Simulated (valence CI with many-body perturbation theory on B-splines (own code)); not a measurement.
**F IV in three bases**

Calculated by configuration interaction combined with many-body perturbation theory (CI+MBPT): four valence electrons over a frozen Dirac-Fock core [He], a basis of 9 s, 9 p, 8 d, 6 f, 3 g, 1 h functions for each j, with the one-electron correlation potential Σ1 (screened to all orders), the two-electron term Σ2, the three-electron term Σ3, Breit, model QED; selected single and double excitations, second order for the rest, scaled by the run's own slope (own B-spline code, finite nucleus).

Against 20 measured levels this calculation errs by 133 cm⁻¹ on average and by 387 at most. These come from a selection out of Moore, Atomic Energy Levels, vol. I, NSRDS-NBS 35 (1971 reprint of NBS Circular 467, 1949), an old analysis. Levels without a partner in it may be off by more. Among the levels kept, up to 400 cm⁻¹ of a level comes from second order outside the variational space, and about a tenth of that is noise between levels of different J, which matters for small intervals.

The reference run has the lowest level 2s2 2p2 3P_0 and an ionisation energy of 87.1560 eV. Its largest variational space holds 21386 state functions.

Changed runs:
A. basis 6 s, 6 p, 5 d, 3 f, 1 g
B. basis 5 s, 5 p, 4 d, 2 f

Excitation energies of the reference run in cm⁻¹, and shifts in cm⁻¹:

```tsv
Level	Reference	A	B
2s2 2p2 3P_1	227	-1.1	-1.2
2s2 2p2 3P_2	614	-1.5	-1.6
2s2 2p2 1D_2	25384	+137	+406
2s2 2p2 1S_0	53790	+206	+583
2s 2p3 5S°_2	73972	-199	-621
2s 2p3 3D°_3	147916	+69	+219
2s 2p3 3D°_2	147963	+69	+219
2s 2p3 3D°_1	147976	+70	+219
2s 2p3 3P°_2	175407	+144	+426
2s 2p3 3P°_1	175410	+145	+427
2s 2p3 3P°_0	175431	+146	+428
2s 2p3 1D°_2	229193	+238	+760
Ionisation energy (eV)	87.1560	-0.0155	-0.0463
```
